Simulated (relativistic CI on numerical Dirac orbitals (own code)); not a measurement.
# What each ingredient does to the levels of Sn²¹⁺

Base calculation: Dirac-Coulomb-Breit CI, KLI orbitals optimised for each configuration, a model potential for QED, unscaled Slater integrals.

Configuration list (outside the closed core [Ar]): 3d10.4s, 3d10.4p, 3d10.4d, 3d10.4f, 3d10.5s, 3d10.5p, 3d10.5d, 3d10.5f, 3d10.5g, 3d10.6s, 3d9.4p2, 3d10.6p, 3d9.4s2, 3d10.6d, 3d8.4s.4p2, 3d10.6f. Levels of other configurations are missing.

Variants: (1) QED terms removed. Shifts of the energy above 3d10.4s 2S_1/2, in cm⁻¹, for the lowest level and the first level of each name with at least 55 % of one term (blank where a level changes its place among those of its configuration and J or its character, or is not in the variant):

| Level | Base | Δ(1) |
| --- | --- | --- |
| 3d10.4s 2S_1/2 | 0 | 0 |
| 3d10.4p 2P°_1/2 | 362439 | +1938 |
| 3d10.4p 2P°_3/2 | 456302 | +1769 |
| 3d10.4d 2D_3/2 | 1046397 | +1974 |
| 3d10.4d 2D_5/2 | 1064198 | +1920 |
| 3d10.4f 2F°_5/2 | 1684400 | +1912 |
| 3d10.4f 2F°_7/2 | 1686165 | +1897 |
| 3d10.5s 2S_1/2 | 2190126 | +1043 |
| 3d10.5p 2P°_1/2 | 2356421 | +1898 |
| 3d10.5p 2P°_3/2 | 2397991 | +1821 |
| 3d10.5d 2D_3/2 | 2666660 | +1917 |
| 3d10.5d 2D_5/2 | 2674903 | +1891 |
| 3d10.5f 2F°_5/2 | 2944722 | +1891 |
| 3d10.5f 2F°_7/2 | 2945995 | +1883 |

At this charge energies of transitions that change n are usually good to better than 1 %, and those within a shell (Δn = 0) to a few per cent.

Ionisation energy from the two ground configurations alone: base 640.91 eV; QED terms removed 641.144 eV. The NIST ASD value (semi-empirical) is 642.35 eV.

LS names give the leading component of a level, which can be under half, so a name can repeat, a term be missing and a line seem to break the LS rules.
